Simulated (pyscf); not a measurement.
This saddle point was located with ωB97X-D3(BJ)/def2-SVP in PySCF.

```xyz
8

Sn    -0.8614     0.0194    -1.2249
Sn    -0.0284    -1.2078     1.1531
H      0.4910     0.4516     0.0753
H     -1.4381     1.6197    -0.9360
H      0.3809     0.2279    -2.4044
H     -1.1432    -0.5423     2.2516
H     -0.3319    -2.8577     0.8204
H      1.5713    -1.1105     1.7540
```
Charge 0, spin multiplicity 1.

Surface: singlet, charge 0. Lowest wavenumbers (cm⁻¹): 438i, 121, 225, 270, 490.

Task: Name the species on either side of this saddle.

Result: H₃Sn–SnH₃ ⇌ SnH₂ [singlet] + SnH₄, a 1,1-elimination read from left to right: Sn–Sn, H–Sn broken and H–Sn formed. At CCSD(T)/def2-TZVPP + ΔMP2(QZVPP) it lies +34.6 kcal/mol from the left side and -1.1 kcal/mol from the right (each side as separated species at their lowest minima found). On the product side the descent ends in an adduct with a Sn–Sn contact, 10.9 kcal/mol under the separated species and 6.5 kcal/mol under the saddle at ωB97X-D3(BJ)/def2-TZVP. At CCSD(T) the saddle lies under the separated products, which points to a path from their complex (located at ωB97X-D3(BJ) alone), and parting the products costs more than the saddle. What is counted as broken (Sn–Sn) persists as a longer contact in the product adduct; parting that adduct is a step of its own. At ωB97X-D3(BJ)/def2-TZVP the barrier from the zero used here is 38.2 kcal/mol. This is the saddle that the search found; another between the same sides may lie lower. The CCSD(T) − MP2 part came from Ansatz, without density fitting, on the same reference. The frozen core leaves the outer d or s,p core shells of the metals and heavy elements correlated in the MP2 and CC values, and def2-TZVPP describes them poorly, which can shift differences by a few kcal/mol. Elements past Kr carry the def2 core potentials, without spin-orbit coupling.
